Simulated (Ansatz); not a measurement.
Reactions of `CCS(C)=O`.

Gas-phase electronic energies from Ansatz, PBE0-D4/def2-TZVP geometries. CCSD(T)/CBS is the MP2 limit (def2-TZVPP, def2-QZVPP) plus CCSD(T) − MP2 in def2-TZVPP, frozen cores. This one scheme is used for every species, atoms too. For atomizations the MP2-based limit and the directly extrapolated one differ by several kJ/mol either way, and by 10 to 25 for some Ge, Se and Sn compounds, so smaller differences from it don't rank the levels. Functionals use def2-TZVPP. No spin–orbit coupling; open shells (•) take unrestricted orbitals. Spin–orbit coupling would lower the free atoms: a little for C, O, S. For Br outer-core shells are correlated without core-valence functions, so the limit isn't a true one: a few kJ/mol of doubt a bond, and 10 to 20 or more in all where bonds break to atoms. Scalar relativity is left out up to krypton. Each species was taken in one conformer, which may not be the lowest.

```json
{"reaction": "`CCS(C)=O` + `N[SiH](O)Br` → `CO[SiH](N)Br` + `CS(C)=O`", "ωB97M-V (eV)": "0.56", "CCSD/CBS(def2) (eV)": "0.59", "r2SCAN-D4 (eV)": "0.56", "PBE0-D4 (eV)": "0.58", "CCSD(T)/CBS(def2) (eV)": "0.60"}
{"reaction": "`CCS(C)=O` → `[CH3]`• + `[CH2]S(C)=O`•", "ωB97M-V (eV)": "4.20", "CCSD/CBS(def2) (eV)": "4.09", "r2SCAN-D4 (eV)": "3.78", "PBE0-D4 (eV)": "4.06", "CCSD(T)/CBS(def2) (eV)": "4.19"}
{"reaction": "`CCS(C)=O` → `CCC(O)S`", "ωB97M-V (eV)": "-0.71", "CCSD/CBS(def2) (eV)": "-0.73", "r2SCAN-D4 (eV)": "-0.51", "PBE0-D4 (eV)": "-0.62", "CCSD(T)/CBS(def2) (eV)": "-0.67"}
{"reaction": "`CCS(C)=O` → `COC(C)S`", "ωB97M-V (eV)": "-0.36", "CCSD/CBS(def2) (eV)": "-0.34", "r2SCAN-D4 (eV)": "-0.19", "PBE0-D4 (eV)": "-0.27", "CCSD(T)/CBS(def2) (eV)": "-0.29"}
{"reaction": "`CCS(C)=O` → `OCCCS`", "ωB97M-V (eV)": "-0.54", "CCSD/CBS(def2) (eV)": "-0.58", "r2SCAN-D4 (eV)": "-0.31", "PBE0-D4 (eV)": "-0.45", "CCSD(T)/CBS(def2) (eV)": "-0.50"}
{"reaction": "`CCS(C)=O` → 3 C• + 8 H• + O• + S•", "ωB97M-V (eV)": "50.01", "CCSD/CBS(def2) (eV)": "49.12", "r2SCAN-D4 (eV)": "50.13", "PBE0-D4 (eV)": "50.12", "CCSD(T)/CBS(def2) (eV)": "49.90"}
{"reaction": "`CCS(C)=O` + `CB(N)[SiH3]` → `CNB(C)[SiH3]` + `CS(C)=O`", "ωB97M-V (eV)": "0.36", "CCSD/CBS(def2) (eV)": "0.36", "r2SCAN-D4 (eV)": "0.35", "PBE0-D4 (eV)": "0.34", "CCSD(T)/CBS(def2) (eV)": "0.36"}
{"reaction": "`CCS(C)=O` → `CS(C)=O` + `[CH2]` (triplet)", "ωB97M-V (eV)": "4.54", "CCSD/CBS(def2) (eV)": "4.40", "r2SCAN-D4 (eV)": "4.28", "PBE0-D4 (eV)": "4.49", "CCSD(T)/CBS(def2) (eV)": "4.53"}
{"reaction": "`CCS(C)=O` + H₂ → `CS(C)=O` + CH₄", "ωB97M-V (eV)": "-0.71", "CCSD/CBS(def2) (eV)": "-0.73", "r2SCAN-D4 (eV)": "-0.71", "PBE0-D4 (eV)": "-0.71", "CCSD(T)/CBS(def2) (eV)": "-0.69"}
```

Largest T1 diagnostic: 0.022, for `[CH2]S(C)=O`•.
